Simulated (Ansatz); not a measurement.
Frontier orbitals of `C[Si](N)(N)Cl`.

```xyz
12

C    -1.032   -1.166    0.354
Si    0.380   -0.012    0.007
N     0.596    0.556   -1.584
N     0.186    1.358    0.999
Cl    2.110   -1.121    0.352
H    -0.938   -2.073   -0.247
H    -1.986   -0.689    0.113
H    -1.052   -1.464    1.406
H     1.132    0.038   -2.258
H    -0.059    1.190   -2.007
H     0.844    2.118    0.935
H    -0.182    1.266    1.931
```

The species carries charge 0 and has multiplicity 1. The geometry is a stationary point of PBE0-D4/def2-TZVP. It is one conformer, not always the lowest. Basis def2-TZVPP, the Gaussian-basis code of Ansatz.

Orbital energies of one run (eV). Highest occupied ones, from the top: -10.00, -10.18, -10.94, -11.42, -12.52, -13.16, -13.65, -14.27, -14.54, -16.42, -16.57, -17.41, -22.48, -25.19. Empty: 2.62, 3.47, 3.90, 4.35, 4.58, 4.66.

(1) Which functional gave them?
A. ωB97X-V
B. CAM-B3LYP
C. r2SCAN
D. BLYP

Results:

(1) A. HOMO energies: ωB97X-V -10.00, BLYP -5.94, CAM-B3LYP -8.96, r2SCAN -6.38 eV.
